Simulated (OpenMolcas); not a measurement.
# OpenMolcas run: neutral vanadium

Input:

```
&GATEWAY
Coord
1

V 0.0 0.0 0.0
Basis=ANO-RCC-VTZP
Group=XYZ
NoMove
AngMom=0.0 0.0 0.0
AMFI
&SEWARD
Relativistic=R04O02
* reference wave functions (RASSCF and RASSI steps not shown): 5 electrons in 6 orbitals (3d 4s)
>>> COPY JOB001 $Project.JobIph
&CASPT2
Multistate=5 1 2 3 4 5
NoMult
Frozen=2 3
IPEA=0.35
Imaginary=0.5
MaxIter=60
WThr=0.0 0.3 0.05
PrWF=0.5
NoMix
>>> COPY JOB002 $Project.JobIph
&CASPT2
Multistate=33 1 2 3 4 5 6 7 8 9 10 11 12 13 14 15 16 17 18 19 20 21 22
23 24 25 26 27 28 29 30 31 32 33
NoMult
Frozen=2 3
IPEA=0.35
Imaginary=0.5
MaxIter=60
WThr=0.0 0.3 0.05
PrWF=0.5
NoMix
```

Launched by
```bash
OMP_NUM_THREADS=1 MOLCAS_MEM=2252 MOLCAS_PROJECT=a pymolcas a.inp > a.log  # once for each step of the input, in one work folder
```

Output, cut to the results:

```
--- CASPT2 ---
Orbital specifications:
      -----------------------

      Symmetry species                           1   2
                                                ag  au
      Frozen orbitals                            2   3
      Inactive orbitals                          1   3
      Active orbitals                            6   0
      Secondary orbitals                        21  23
      Deleted orbitals                           0   0
      Number of basis functions                 30  29
Type of calculation                        SS-CASPT2
      Fock operator                              state-specific
      IPEA shift                                 0.35
      Real shift                                 0.00
      Imaginary shift                            0.50
      The input orbitals will be transformed to quasi-canonical
Reference energy:        -948.1386553062
      E2 (Non-variational):      -0.3998575645
      Shift correction:          -0.0069662222
      E2 (Variational):          -0.4068237867
      Total energy:            -948.5454790929
      Residual norm:              0.0000002417
      Reference weight:           0.92759
      Contributions to the CASPT2 correlation energy
      Active & Virtual Only:         -0.0633744207
      One Inactive Excited:          -0.1830399185
      Two Inactive Excited:          -0.1534432253
Reference energy:        -948.1386553062
      E2 (Non-variational):      -0.3997595223
      Shift correction:          -0.0069233739
      E2 (Variational):          -0.4066828962
      Total energy:            -948.5453382023
      Residual norm:              0.0000001986
      Reference weight:           0.92765
      Contributions to the CASPT2 correlation energy
      Active & Virtual Only:         -0.0633026797
      One Inactive Excited:          -0.1830279329
      Two Inactive Excited:          -0.1534289096
::    CASPT2 Root  1     Total energy:   -948.54547909
::    CASPT2 Root  2     Total energy:   -948.54533820
::    CASPT2 Root  3     Total energy:   -948.54547730
::    CASPT2 Root  4     Total energy:   -948.54550212
::    CASPT2 Root  5     Total energy:   -948.54547058
--- CASPT2 ---
Orbital specifications:
      -----------------------

      Symmetry species                           1   2
                                                ag  au
      Frozen orbitals                            2   3
      Inactive orbitals                          1   3
      Active orbitals                            6   0
      Secondary orbitals                        21  23
      Deleted orbitals                           0   0
      Number of basis functions                 30  29
Type of calculation                        SS-CASPT2
      Fock operator                              state-specific
      IPEA shift                                 0.35
      Real shift                                 0.00
      Imaginary shift                            0.50
      The input orbitals will be transformed to quasi-canonical
Reference energy:        -948.0920590017
      E2 (Non-variational):      -0.4103771647
      Shift correction:          -0.0104206372
      E2 (Variational):          -0.4207978018
      Total energy:            -948.5128568036
      Residual norm:              0.0000004094
      Reference weight:           0.92016
      Contributions to the CASPT2 correlation energy
      Active & Virtual Only:         -0.0759758608
      One Inactive Excited:          -0.1809759539
      Two Inactive Excited:          -0.1534253499
Reference energy:        -948.0920590017
      E2 (Non-variational):      -0.4105285029
      Shift correction:          -0.0105299571
      E2 (Variational):          -0.4210584599
      Total energy:            -948.5131174616
      Residual norm:              0.0000004758
      Reference weight:           0.92000
      Contributions to the CASPT2 correlation energy
      Active & Virtual Only:         -0.0761485045
      One Inactive Excited:          -0.1809567209
      Two Inactive Excited:          -0.1534232775
::    CASPT2 Root  1     Total energy:   -948.51285680
::    CASPT2 Root  2     Total energy:   -948.51311746
::    CASPT2 Root  3     Total energy:   -948.51287834
::    CASPT2 Root  4     Total energy:   -948.51295953
::    CASPT2 Root  5     Total energy:   -948.51286751
::    CASPT2 Root  6     Total energy:   -948.54794109
::    CASPT2 Root  7     Total energy:   -948.55234961
::    CASPT2 Root  8     Total energy:   -948.55214635
::    CASPT2 Root  9     Total energy:   -948.55286939
::    CASPT2 Root 10     Total energy:   -948.55145671
::    CASPT2 Root 11     Total energy:   -948.54863702
::    CASPT2 Root 12     Total energy:   -948.55060745
::    CASPT2 Root 13     Total energy:   -948.47929408
::    CASPT2 Root 14     Total energy:   -948.47940577
::    CASPT2 Root 15     Total energy:   -948.47912977
::    CASPT2 Root 16     Total energy:   -948.47916055
::    CASPT2 Root 17     Total energy:   -948.47913612
::    CASPT2 Root 18     Total energy:   -948.47909145
::    CASPT2 Root 19     Total energy:   -948.47902260
::    CASPT2 Root 20     Total energy:   -948.47902649
::    CASPT2 Root 21     Total energy:   -948.47922439
::    CASPT2 Root 22     Total energy:   -948.47917217
::    CASPT2 Root 23     Total energy:   -948.47921480
::    CASPT2 Root 24     Total energy:   -948.49136576
::    CASPT2 Root 25     Total energy:   -948.49136412
::    CASPT2 Root 26     Total energy:   -948.49136722
::    CASPT2 Root 27     Total energy:   -948.47659497
::    CASPT2 Root 28     Total energy:   -948.47700406
::    CASPT2 Root 29     Total energy:   -948.47858070
::    CASPT2 Root 30     Total energy:   -948.47670440
```

Levels above the lowest, from the spin-orbit matrix with the single-state CASPT2 energies, averaged by term, on its diagonal:

```
Configuration  Term     J  E (eV)  Measured (eV)  Term weight %
      3d3 4s2    4F   3/2  0.0000         0.0000            100
      3d3 4s2    4F   5/2  0.0141         0.0170            100
      3d3 4s2    4F   7/2  0.0337         0.0401            100
      3d3 4s2    4F   9/2  0.0589         0.0686            100
       3d4 4s    6D   1/2  0.1554         0.2619            100
       3d4 4s    6D   3/2  0.1609         0.2670            100
       3d4 4s    6D   5/2  0.1700         0.2753            100
       3d4 4s    6D   7/2  0.1825         0.2866            100
       3d4 4s    6D   9/2  0.1983         0.3006            100
       3d4 4s    4D   1/2   1.042         1.0431            100
       3d4 4s    4D   3/2   1.050         1.0509            100
       3d4 4s    4D   5/2   1.063         1.0636            100
       3d4 4s    4D   7/2   1.082         1.0806            100
       3d4 4s    4P   1/2   1.615                           100
       3d4 4s    4P   3/2   1.638                           100
       3d4 4s    4P   5/2   1.676                           100
       3d4 4s    4H   7/2   1.974                           100
       3d4 4s    4H   9/2   1.979                           100
       3d4 4s    4H  11/2   1.986                           100
       3d4 4s    4H  13/2   1.993                           100
       3d4 4s    4F   3/2   2.030                           100
       3d4 4s    4F   5/2   2.034                           100
       3d4 4s    4F   7/2   2.039                           100
       3d4 4s    4F   9/2   2.046                           100
```

Against the 12 measured excited levels shown (NIST Handbook of Basic Atomic Spectroscopic Data) the mean absolute deviation is 370 cm-1; the largest miss in energy is 3d4 4s 6D 1/2: computed 0.1554, measured 0.2619 eV (-40.7 %).

CASPT2 breaks the degeneracy within a term, and the mean is taken; among the terms shown or strongly mixed into the levels shown the widest spread is 1100 cm-1 (3d3 4s2 4F). Some high roots are left out of the spin-orbit mixing, which shifts the levels that they would mix with. Terms from blocks run as CI alone lack orbitals of their own. A single d shell beside an s shell can misplace configurations of different d count against each other. Measured partners are found by configuration, term and J. A level has none where our copy of the source lacks it or the pairing is in doubt (some pairs that miss far off the trend of their configuration count as doubtful), and it then counts in no deviation. Only configurations of the active space appear. The first state left out of the spin-orbit step lies near 21000 cm-1 above the lowest spin-free state of the reference (among the parities and spins computed), and the list stops at four fifths of that energy or lower.

The CASPT2 steps took 7.5 s on 1 thread of Arm Neoverse V1, with other jobs on the host; the integral step is not counted.

The term weight is that of the spin-free term in the level, not the purity of its configuration.
